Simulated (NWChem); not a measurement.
Species: Si2H5OCl; SMILES O[Si@@H]([SiH3])Cl

```xyz
9

O      1.9174     0.1019     0.3796
Si     0.4242     0.1296    -0.3812
Si    -0.6145    -1.9133     0.1004
Cl    -0.7962     1.6458     0.4016
H      2.4816     0.8819     0.2284
H      0.5635     0.4420    -1.8476
H     -0.7562    -2.0481     1.5908
H     -1.9795    -1.9203    -0.5312
H      0.1831    -3.0701    -0.4378
```
Atoms are numbered in this order, from 1.

Results from NWChem. Geometry optimised at PBE-D3(BJ)/def2-SVP; all other runs use it. Pople sets run with spherical d functions.

```csv
quantity,level,value
"charge (e), ESP O1",Hartree-Fock/6-31G*,-0.76
cavity-dispersion-structure term (kcal/mol) in anisole,"M05-2X/def2-SVP, SMD",-1.2
isotropic polarisability (bohr³) at 589 nm,PBE0/6-31+G*,69.8
orbital gap (eV),RPBE/def2-SVP,5.97
dipole (D),PBE-D3(BJ)/def2-SVP,1.48
highest harmonic frequency (cm⁻¹),PBE-D3(BJ)/def2-SVP,3742
```
